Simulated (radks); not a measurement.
The numbers below are computed, except where a source is named.
Q: F2+, configuration [He] 2s2 2p3 (the NIST ground configuration). Level of theory: non-relativistic Kohn-Sham, r2SCAN, spin-polarised, spherical densities, point nucleus; open shells are filled with parallel spins first; meta-GGA in the generalised Kohn-Sham scheme (a radial shooting solver on a logarithmic mesh with Libxc functionals). Some entries of the table are withheld. Estimate them.

| orbital | occ. | eigenvalue (hartree) | <1/r> (bohr^-1) |
|---|---|---|---|
| 1s up | 1 | -26.32681 | 8.605 |
| 1s down | 1 | -26.18925 | 8.642 |
| 2s up | 1 | -2.67516 | 1.609 |
| 2s down | 1 | -2.32828 | 1.529 |
| 2p up | 3 | (1) | 1.494 |
| 2p down | 0 | (2) | 1.409 |

A: 
(1) 2p up eigenvalue (hartree): -1.94091
(2) 2p down eigenvalue (hartree): -1.57482
